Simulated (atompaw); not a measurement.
**What the settings do to the PAW (atompaw) potential of oxygen**

Base potential:

- Element: oxygen (O)
- Generator: atompaw 4.2.0.5
- Type: PAW
- Functional: PBE
- Relativity: scalar-relativistic
- Frozen core: [He]
- Valence charge: 6
- Reference configuration: 2s2 2p4
- Partial waves: 2s (bound): rc 2.05 bohr; 2s channel at -0.55 Ry: rc 2.05 bohr; 2p (bound): rc 2.05 bohr; 2p channel at 4.25 Ry: rc 2.05 bohr; 3d channel at 0.4 Ry: rc 2.05 bohr; 3d channel at 1.9 Ry: rc 1.95 bohr
- Local potential: bessel scheme, radius 1.70 bohr
- Core correction: smooth core density matched at 1.30 bohr
- Augmentation charge: besselshape compensation charge, radius 2.00 bohr; PAW radius 2.05 bohr; waves and projectors: custom polynom vanderbiltortho

Cutoffs, loose and tight: the cutoffs (Ry, on a coarse ladder) from which the occupation-weighted sum of valence levels, in a spherical-Bessel basis at the reference potential, stays within 10 and 1 mRy of its value at 400 Ry. They see the waves, projectors and local potential, not the compensation charge or the core. A dash means not determined.

```tsv
change	outcome	cutoff, loose	cutoff, tight	bound ghosts
base	generated	15 Ry	30 Ry	none
all radii scaled by about 0.82 (s 1.68, p 1.68, d 1.68 bohr); local potential bessel scheme, radius 1.38 bohr; augmentation besselshape compensation charge, radius 1.64 bohr; PAW radius 1.68 bohr; waves and projectors: custom polynom vanderbiltortho; core correction smooth core density matched at 1.06 bohr	generated	25 Ry	45 Ry	none
all radii scaled by about 0.89 (s 1.82, p 1.82, d 1.82 bohr); local potential bessel scheme, radius 1.50 bohr; augmentation besselshape compensation charge, radius 1.76 bohr; PAW radius 1.82 bohr; waves and projectors: custom polynom vanderbiltortho; core correction smooth core density matched at 1.14 bohr	generated	21 Ry	35 Ry	none
all radii scaled by about 0.92 (s 1.88, p 1.88, d 1.88 bohr); local potential bessel scheme, radius 1.56 bohr; augmentation besselshape compensation charge, radius 1.82 bohr; PAW radius 1.88 bohr; waves and projectors: custom polynom vanderbiltortho; core correction smooth core density matched at 1.18 bohr	generated	21 Ry	35 Ry	none
all radii scaled by about 1.13 (s 2.32, p 2.32, d 2.32 bohr); local potential bessel scheme, radius 1.92 bohr; augmentation besselshape compensation charge, radius 2.26 bohr; PAW radius 2.32 bohr; waves and projectors: custom polynom vanderbiltortho; core correction smooth core density matched at 1.46 bohr	generated	12 Ry	25 Ry	none
all radii scaled by about 1.15 (s 2.36, p 2.36, d 2.36 bohr); local potential bessel scheme, radius 1.96 bohr; augmentation besselshape compensation charge, radius 2.30 bohr; PAW radius 2.36 bohr; waves and projectors: custom polynom vanderbiltortho; core correction smooth core density matched at 1.50 bohr	generated	12 Ry	21 Ry	none
all radii scaled by about 1.31 (s 2.68, p 2.68, d 2.68 bohr); local potential bessel scheme, radius 2.22 bohr; augmentation besselshape compensation charge, radius 2.60 bohr; PAW radius 2.68 bohr; waves and projectors: custom polynom vanderbiltortho; core correction smooth core density matched at 1.70 bohr	generated	10 Ry	15 Ry	none
```

Question: What comes out with this change to the base: all radii scaled by about 1.23 (s 2.52, p 2.52, d 2.52 bohr); local potential bessel scheme, radius 2.08 bohr; augmentation besselshape compensation charge, radius 2.46 bohr; PAW radius 2.52 bohr; waves and projectors: custom polynom vanderbiltortho; core correction smooth core density matched at 1.60 bohr?

Answer: outcome: generated; cutoff, loose: 12 Ry; cutoff, tight: 18 Ry; bound ghosts: none.

Question: What comes out with this change to the base: all radii scaled by about 0.73 (s 1.50, p 1.50, d 1.50 bohr); local potential bessel scheme, radius 1.24 bohr; augmentation besselshape compensation charge, radius 1.46 bohr; PAW radius 1.50 bohr; waves and projectors: custom polynom vanderbiltortho; core correction smooth core density matched at 0.96 bohr?

Answer: outcome: generated; cutoff, loose: 30 Ry; cutoff, tight: 55 Ry; bound ghosts: none.

Question: What comes out with this change to the base: all radii scaled by about 1.05 (s 2.16, p 2.16, d 2.16 bohr); local potential bessel scheme, radius 1.78 bohr; augmentation besselshape compensation charge, radius 2.10 bohr; PAW radius 2.16 bohr; waves and projectors: custom polynom vanderbiltortho; core correction smooth core density matched at 1.36 bohr?

Answer: outcome: generated; cutoff, loose: 15 Ry; cutoff, tight: 25 Ry; bound ghosts: none.

Reading the sweep of the scale of all radii (base = 1) (base included, trends over the rows without a ghost): The loose cutoff falls from 30 Ry at 0.73 to 10 Ry at 1.31. A larger radius leaves more room for a smooth pseudo-wave, so fewer plane waves are needed; a smaller one forces it to follow the all-electron wave where it bends sharply.
